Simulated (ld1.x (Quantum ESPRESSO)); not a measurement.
Before and after: ultrasoft potential for Zr (Z = 40)

```json
{
  "Element": "zirconium (Zr)",
  "Generator": "ld1.x (Quantum ESPRESSO) 7.5",
  "Type": "ultrasoft",
  "Functional": "PBEsol",
  "Relativity": "scalar-relativistic",
  "Frozen core": "[Ar] 3d10",
  "Valence charge": "12",
  "Reference configuration": "4s2 4p6 4d2 5s1.5 5p0.5",
  "Partial waves": "4s (bound): rcut 1.55, rcutus 1.85 bohr; 5s (bound): rcut 1.55, rcutus 1.85 bohr; 4p (bound): rcut 2.10, rcutus 2.80 bohr; 5p (bound): rcut 2.10, rcutus 2.80 bohr; 4d (bound): rcut 1.25, rcutus 1.70 bohr; 4d channel at 0.25 Ry: rcut 1.25, rcutus 1.70 bohr",
  "Local potential": "all-electron potential smoothed inside 1.80 bohr (lloc = -2)",
  "Core correction": "Bessel-smoothed model core, default radius (core density twice the valence density)",
  "Augmentation charge": "PSQ, inside the norm-conserving radii"
}
```

Change: local potential all-electron potential smoothed inside 2.72 bohr (lloc = -2).

Cutoffs: the cutoffs (Ry, on a coarse ladder) from which the occupation-weighted sum of valence levels, in a spherical-Bessel basis at the reference potential, stays within 10 and 1 mRy of its value at 400 Ry; they do not see the model core or the augmentation charge, which bear on the density cutoff. Errors are all-electron minus pseudo energies relative to the spin-unpolarised reference configuration.

**Question.** What does the change do?

**Answer.** The potential gets neither clearly harder nor softer (30 Ry and 35 Ry → 30 Ry and 40 Ry); of the 7 tests that both files solve, the error grows in 4 and shrinks in 1 by more than 15 % and 0.3 meV (median size 4.5 → 5.1 meV); the range in which the s phases agree widens (upper end 3.1 → 4.6); the range in which the p phases agree widens (upper end 2.6 → 3.8); neither file shows a bound ghost.

| quantity | base | changed |
| --- | --- | --- |
| cutoff, loose | 30 Ry | 30 Ry |
| cutoff, tight | 35 Ry | 40 Ry |
| bound ghosts | none | none |
| error for 4s2 4p6 4d2 5s2 5p0, meV [ΔE -1.52 eV] | -1.0 | -1.1 |
| error for 4s2 4p6 4d2 5s1 5p0, meV [ΔE 5.65 eV] | -0.7 | -0.8 |
| error for 4s2 4p6 4d2 5s0 5p0, meV [ΔE 18.56 eV] | -4.2 | -5.1 |
| error for 4s2 4p6 4d1 5s0 5p0, meV [ΔE 41.14 eV] | -4.5 | -3.7 |
| error for 4s2 4p6 4d0 5s0 5p0, meV [ΔE 75.31 eV] | +9.7 | +12 |
| error for 4s2 4p6 4d2 5s0 5p1, meV [ΔE 9.40 eV] | -9.6 | -12 |
| error for 4s1 4p6 4d2 5s2 5p0, meV [ΔE 58.96 eV] | -35 | -63 |
| s: phases at 3.06 bohr within 0.05 rad from the reference energy up to (Ry; the scan ends near 5) | 3.1 | 4.6 |
| p: phases at 3.06 bohr within 0.05 rad from the reference energy up to (Ry; the scan ends near 5) | 2.6 | 3.8 |
| d: phases at 3.06 bohr within 0.05 rad from the reference energy up to (Ry; the scan ends near 5) | to the end of the scan | to the end of the scan |
| lowest overlap eigenvalue by channel | s 0.26, p 0.72, d 0.94 | s 0.23, p 0.79, d 0.99 |
